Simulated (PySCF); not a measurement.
C6H13O3 (SMILES COC[CH]OCCOC), doublet, geometry from GFN2-xTB; PBE/STO-3G run with PySCF.

Here is a job for PySCF.
```python
from pyscf import gto, scf, dft

mol = gto.Mole()
mol.atom = '''
    C     3.360642    1.134120    0.156559
    O     2.629531    0.115883    0.789423
    C     2.221333   -0.941727   -0.098043
    C     1.253148   -0.538949   -1.140894
    O     0.001292   -0.064270   -0.881940
    C    -0.486887   -0.170923    0.436255
    C    -1.862978    0.482592    0.494992
    O    -2.830094   -0.449721    0.076098
    C    -4.121562    0.093475    0.001474
    H     4.261246    0.732733   -0.324647
    H     3.648771    1.835635    0.937381
    H     2.758903    1.654516   -0.597364
    H     3.109779   -1.362588   -0.587364
    H     1.800548   -1.688201    0.584001
    H     1.568556   -0.284215   -2.137164
    H     0.201098    0.323221    1.133347
    H    -0.590977   -1.225751    0.720673
    H    -1.871431    1.366322   -0.159982
    H    -2.074800    0.808660    1.525795
    H    -4.454279    0.465296    0.979395
    H    -4.166874    0.917907   -0.721024
    H    -4.778559   -0.710206   -0.323757
'''
mol.basis = 'sto-3g'
mol.charge = 0
mol.spin = 1
mol.verbose = 4
mol.build()

mf = dft.UKS(mol)
mf.xc = 'pbe'
mf.grids.atom_grid = (99, 590)
mf.grids.prune = None
mf.kernel()
```

Write the output that PySCF gives for this input, abridged.


```
PySCF version 2.14.0

[INPUT] verbose = 4
[INPUT] num. atoms = 22
[INPUT] num. electrons = 73
[INPUT] charge = 0
[INPUT] spin (= nelec alpha-beta = 2S) = 1
[INPUT] symmetry False subgroup None
[INPUT] Mole.unit = angstrom
[INPUT] Symbol           X                Y                Z      unit          X                Y                Z       unit  Magmom
[INPUT]  1 C      3.360642000000   1.134120000000   0.156559000000 AA    6.350692982711   2.143176192392   0.295853632336 Bohr   0.0
[INPUT]  2 O      2.629531000000   0.115883000000   0.789423000000 AA    4.969093426054   0.218987132493   1.491793266433 Bohr   0.0
[INPUT]  3 C      2.221333000000  -0.941727000000  -0.098043000000 AA    4.197711001458  -1.779606114108  -0.185274418431 Bohr   0.0
[INPUT]  4 C      1.253148000000  -0.538949000000  -1.140894000000 AA    2.368106513546  -1.018466005108  -2.155977197160 Bohr   0.0
[INPUT]  5 O      0.001292000000  -0.064270000000  -0.881940000000 AA    0.002441526153  -0.121452698026  -1.666625058299 Bohr   0.0
[INPUT]  6 C     -0.486887000000  -0.170923000000   0.436255000000 AA   -0.920083083611  -0.322997658389   0.824402470472 Bohr   0.0
[INPUT]  7 C     -1.862978000000   0.482592000000   0.494992000000 AA   -3.520518196090   0.911966709906   0.935399313851 Bohr   0.0
[INPUT]  8 O     -2.830094000000  -0.449721000000   0.076098000000 AA   -5.348102566775  -0.849849522466   0.143804378627 Bohr   0.0
[INPUT]  9 C     -4.121562000000   0.093475000000   0.001474000000 AA   -7.788623385415   0.176642149494   0.002785456308 Bohr   0.0
[INPUT] 10 H      4.261246000000   0.732733000000  -0.324647000000 AA    8.052587889398   1.384664692431  -0.613493917162 Bohr   0.0
[INPUT] 11 H      3.648771000000   1.835635000000   0.937381000000 AA    6.895177881255   3.468847414666   1.771393364371 Bohr   0.0
[INPUT] 12 H      2.758903000000   1.654516000000  -0.597364000000 AA    5.213571074241   3.126582108711  -1.128854356675 Bohr   0.0
[INPUT] 13 H      3.109779000000  -1.362588000000  -0.587364000000 AA    5.876630617924  -2.574918140619  -1.109957095429 Bohr   0.0
[INPUT] 14 H      1.800548000000  -1.688201000000   0.584001000000 AA    3.402542594133  -3.190237533217   1.103601946472 Bohr   0.0
[INPUT] 15 H      1.568556000000  -0.284215000000  -2.137164000000 AA    2.964141251043  -0.537088510493  -4.038654643280 Bohr   0.0
[INPUT] 16 H      0.201098000000   0.323221000000   1.133347000000 AA    0.380020144198   0.610799167708   2.141715434097 Bohr   0.0
[INPUT] 17 H     -0.590977000000  -1.225751000000   0.720673000000 AA   -1.116784675917  -2.316333686912   1.361874595369 Bohr   0.0
[INPUT] 18 H     -1.871431000000   1.366322000000  -0.159982000000 AA   -3.536492051021   2.581974377968  -0.302322164860 Bohr   0.0
[INPUT] 19 H     -2.074800000000   0.808660000000   1.525795000000 AA   -3.920803763248   1.528145927891   2.883334672231 Bohr   0.0
[INPUT] 20 H     -4.454279000000   0.465296000000   0.979395000000 AA   -8.417367392402   0.879282006856   1.850788317768 Bohr   0.0
[INPUT] 21 H     -4.166874000000   0.917907000000  -0.721024000000 AA   -7.874250655571   1.734592837821  -1.362537889238 Bohr   0.0
[INPUT] 22 H     -4.778559000000  -0.710206000000  -0.323757000000 AA   -9.030167780075  -1.342094832023  -0.611812060911 Bohr   0.0

nuclear repulsion = 476.258680551104
number of shells = 40
number of NR pGTOs = 174
number of NR cGTOs = 58
basis = sto-3g
ecp = {}

******** <class 'pyscf.dft.uks.UKS'> ********
method = UKS
initial guess = minao
damping factor = 0
level_shift factor = 0
DIIS = <class 'pyscf.scf.diis.CDIIS'>
diis_start_cycle = 1
diis_space = 8
diis_damp = 0
SCF conv_tol = 1e-09
SCF conv_tol_grad = None
SCF max_cycles = 50
direct_scf = True
direct_scf_tol = 1e-13
number electrons alpha = 37  beta = 36
XC library pyscf.dft.libxc version 7.1.2
    S. Lehtola, C. Steigemann, M. J. T. Oliveira, and M. A. L. Marques,  SoftwareX 7, 1–5 (2018)
XC functionals = pbe
    J. P. Perdew, K. Burke, and M. Ernzerhof,  Phys. Rev. Lett. 77, 3865 (1996)
    J. P. Perdew, K. Burke, and M. Ernzerhof,  Phys. Rev. Lett. 78, 1396 (1997)
    J. P. Perdew, K. Burke, and M. Ernzerhof,  Phys. Rev. Lett. 77, 3865 (1996)
    J. P. Perdew, K. Burke, and M. Ernzerhof,  Phys. Rev. Lett. 78, 1396 (1997)
radial grids:
    Treutler-Ahlrichs [JCP 102, 346 (1995); DOI:10.1063/1.469408] (M4) radial grids

becke partition: Becke, JCP 88, 2547 (1988); DOI:10.1063/1.454033
pruning grids: None
grids dens level: 3
symmetrized grids: False
atomic radii adjust function: <function treutler_atomic_radii_adjust>
User specified grid scheme (99, 590)
small_rho_cutoff = 0
Set gradient conv threshold to 3.16228e-05
tot grids = 1285024
init E= -456.501293231278

cycle= 1 E= -455.356015058994  delta_E= 1.15  |g|= 0.462  |ddm|= 4.16
cycle= 2 E= -455.068486101974  delta_E= 0.288  |g|= 0.857  |ddm|= 1.84
cycle= 3 E= -455.495283966448  delta_E= -0.427  |g|= 0.085  |ddm|=  1.2
cycle= 4 E= -455.499535568655  delta_E= -0.00425  |g|= 0.0351  |ddm|= 0.172
cycle= 5 E= -455.50021588885  delta_E= -0.00068  |g|= 0.0122  |ddm|= 0.0564
cycle= 6 E= -455.500307995159  delta_E= -9.21e-05  |g|= 0.00269  |ddm|= 0.0196
cycle= 7 E= -455.500312239155  delta_E= -4.24e-06  |g|= 0.000998  |ddm|= 0.00514
cycle= 8 E= -455.500312887626  delta_E= -6.48e-07  |g|= 0.000285  |ddm|= 0.00176
cycle= 9 E= -455.50031293622  delta_E= -4.86e-08  |g|= 0.00012  |ddm|= 0.000533
cycle= 10 E= -455.50031294569  delta_E= -9.47e-09  |g|= 1.47e-05  |ddm|= 0.000193
cycle= 11 E= -455.500312945848  delta_E= -1.58e-10  |g|= 7.99e-06  |ddm|= 3.98e-05
Extra cycle  E= -455.500312945844  delta_E= 3.98e-12  |g|= 8.91e-06  |ddm|= 2.51e-05
converged SCF energy = -455.500312945844  <S^2> = 0.75189353  2S+1 = 2.0018926
```
